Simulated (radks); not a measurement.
Spherical quantum dot in the effective-mass picture: electrons in a hard-walled sphere of radius 10, with a point charge +1 (a donor) at the centre, all in effective atomic units (hartree* = m*/eps^2 hartree, bohr* = eps/m* bohr), one dielectric constant everywhere. Calculated with a radial shooting solver with Libxc functionals: non-relativistic Kohn-Sham, PBEsol, spin-polarised, spherical densities. Levels are named by radial order and angular momentum (1s, 1p, 1d, 2s, ...), and open shells are averaged over m.

N = 8, configuration 1s2 1p(up 3, down 2) 2s(up 1, down 0). This is the lowest configuration that the search found. Occupied levels:

level    occupation  eigenvalue (hartree*)  <r> (bohr*)
1s up             1                0.80886        2.337
1s down           1                0.86223        6.156
2s up             1                0.87427        6.262
1p up             3                0.88559        6.940
1p down           2                0.89387        6.915

Energy (hartree*): total 2.67880, kinetic 1.2787, external -2.0760, Hartree 4.6660, exchange-correlation -1.1899.
